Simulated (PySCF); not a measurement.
Run record for `Cc1c(F)nc(C#C)nc1`: LC-wPBE/def2-SVPD, fitting basis def2-universal-jkfit, full TDDFT, 3 singlets.

Method: TDDFT LC-wPBE/def2-SVPD, vertical, gas phase, core orbitals frozen in the response (PySCF 2.14.0, density-fitted response routines). Geometry: GFN2-xTB. The input is one job of a driver script: a line of settings, then coordinates in Å.

Command:
```bash
OMP_NUM_THREADS=1 python probes_run.py task.json out
```

Input:
```
{"job": {"kind": "uv", "xc": "LC-wPBE", "basis": "def2-SVPD", "nstates": 3, "ntriplets": 0, "tda": false, "scf": {"aux": "def2-universal-jkfit"}}, "charge": 0, "multiplicity": 1}
C     -4.009236    -0.970281     0.559701
C     -2.849402    -0.688470     0.434352
C     -1.475001    -0.366982     0.291193
N     -0.586326    -1.309531     0.580183
C      0.690092    -1.003414     0.444062
C      1.138588     0.244558     0.020589
C      2.576698     0.607755    -0.127053
C      0.099959     1.139876    -0.248324
F      0.394546     2.376233    -0.668567
N     -1.171313     0.863296    -0.126762
H     -5.023961    -1.215821     0.668903
H      1.391165    -1.793401     0.682642
H      3.192784    -0.286532    -0.179876
H      2.727024     1.207520    -1.022948
H      2.899971     1.203184     0.727545
```

Task: Predict the output.

Result: 
```
final grid: 138904 points
cycle   1  E = -478.2440064557  dE =  2.429e+00  |g| = 7.390e-01  |ddm| = 1.174e+01
cycle   2  E = -478.2829860447  dE = -3.898e-02  |g| = 7.101e-01  |ddm| = 3.986e+00
cycle   3  E = -478.3713156472  dE = -8.833e-02  |g| = 8.178e-02  |ddm| = 2.168e+00
cycle   4  E = -478.3726626978  dE = -1.347e-03  |g| = 4.082e-02  |ddm| = 4.505e-01
cycle   5  E = -478.3730461429  dE = -3.834e-04  |g| = 1.133e-02  |ddm| = 1.863e-01
cycle   6  E = -478.3730797482  dE = -3.361e-05  |g| = 3.816e-03  |ddm| = 5.572e-02
cycle   7  E = -478.3730858479  dE = -6.100e-06  |g| = 1.705e-03  |ddm| = 1.961e-02
cycle   8  E = -478.3730873895  dE = -1.542e-06  |g| = 7.771e-04  |ddm| = 9.641e-03
cycle   9  E = -478.3730876940  dE = -3.045e-07  |g| = 2.376e-04  |ddm| = 3.615e-03
cycle  10  E = -478.3730878208  dE = -1.268e-07  |g| = 1.453e-04  |ddm| = 1.321e-03
cycle  11  E = -478.3730878307  dE = -9.852e-09  |g| = 5.102e-05  |ddm| = 4.724e-04
cycle  12  E = -478.3730878331  dE = -2.444e-09  |g| = 2.170e-05  |ddm| = 3.556e-04
cycle  13  E = -478.3730878335  dE = -3.308e-10  |g| = 9.260e-06  |ddm| = 9.916e-05
converged SCF energy = -478.3730878335

Static polarisability (au): isotropic 93.633, principal 54.001 82.874 144.024

Singlet excitations
state   eV       nm        f      main configurations
  1   4.8720    254.5   0.00015   H-1->L 0.95
  2   5.2096    238.0   0.00437   H-1->L+1 0.90
  3   5.5054    225.2   0.26738   H->L 0.60, H->L+1 0.22
```

H and L stand for HOMO and LUMO; the number after each pair is its weight.

Task: Give the mean polarisability as a volume in Å³, and the ratio of the largest to the smallest principal value.

Result: 93.633 au × 0.148185 = 13.87 Å³; 144.024/54.001 = 2.67.

Task: How does the lowest singlet excitation compare with the HOMO–LUMO gap?

Result: HOMO -10.11 eV and LUMO 0.24 eV give a gap of 10.35 eV; S1 at 4.87 eV lies 5.48 eV below it.

In short: SCF converged in 13 cycles with 243 basis and 846 fitting functions; HOMO -10.11 eV, LUMO 0.24 eV; lowest singlet 4.87 eV; mean polarisability 93.6 au.

The run took 68 s (with the writing of density and orbital grids) on one thread, Arm Neoverse V1 (aarch64), shared host with 32 logical CPUs at a one-minute load of 26, and the process peaked at 1.1 GiB of memory.
